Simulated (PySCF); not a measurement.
C5H7N3.
SMILES: `C=CC1=CN=NN1C`

Computed with PySCF at CAM-B3LYP/def2-SVPD, non-relativistic, on one gas-phase PBE0-D3(BJ)/def2-SVP geometry that isn't relaxed in the solvent. The solvent is an IEF-PCM continuum (Bondi radii, 1.10 Å for H, scaled by 1.2), and excitations are vertical TDDFT with non-equilibrium linear response and a frozen core. Specific hydrogen bonds and non-electrostatic terms are outside this model.

Gas-phase singlets (H = HOMO, L = LUMO):

```csv
state,E (eV),λ (nm),f,leading configuration
S1,5.239,237,0.380,H→L 97%
S2,5.464,227,0.002,H-1→L 83%
S3,6.242,199,0.042,H-2→L 71%
S4,6.475,191,0.009,H-1→L+3 79%
S5,6.592,188,0.005,H→L+1 82%
```

Problem. How does the list change in benzene (ε = 2.271)?

Solution. 
| state | E (eV) | λ (nm) | f | leading configuration | change by rank (eV) |
| --- | --- | --- | --- | --- | --- |
| S1 | 5.131 | 242 | 0.498 | H→L 98% | -0.108 |
| S2 | 5.663 | 219 | 0.004 | H-1→L 79% | +0.199 |
| S3 | 6.250 | 198 | 0.043 | H-2→L 63% | +0.008 |
| S4 | 6.597 | 188 | 0.011 | H-1→L+2 75% | +0.122 |
| S5 | 6.710 | 185 | 0.006 | H→L+1 82% | +0.118 |

Problem. The ground-state energy changes by -0.184 eV from gas to benzene. By how much does the total energy of gas-phase S1 change?

Solution. E(S1) = E(S0) + excitation energy, so it changes by -0.184 − 0.108 = -0.292 eV: it is lowered more than the ground state, which is what a red shift means. This is the vertical state, with the slow part of the continuum still set for S0.

Problem. How do the frontier levels move from gas to benzene?

Solution. 
```
orbital  gas (eV)  solvent (eV)  change (eV)
 LUMO+2      1.62          1.59        -0.03
 LUMO+1      1.10          1.33        +0.23
   LUMO     -0.30         -0.21        +0.09
   HOMO     -8.15         -8.14        +0.01
 HOMO-1     -9.06         -9.24        -0.18
 HOMO-2     -9.58         -9.58         0.00
 HOMO-3    -10.96        -10.94        +0.02
```

The HOMO–LUMO gap goes from 7.86 to 7.93 eV. Rows go by rank; for HOMO-3 and LUMO+2 the atom shares or the degeneracy differ between the runs, so the row needn't follow one orbital.

Conformer computed: `[CH2:1]=[CH:2][c:3]1[cH:4][n:5][n:6][n:7]1[CH3:8]`: C1–C2–C3–C4 1°.
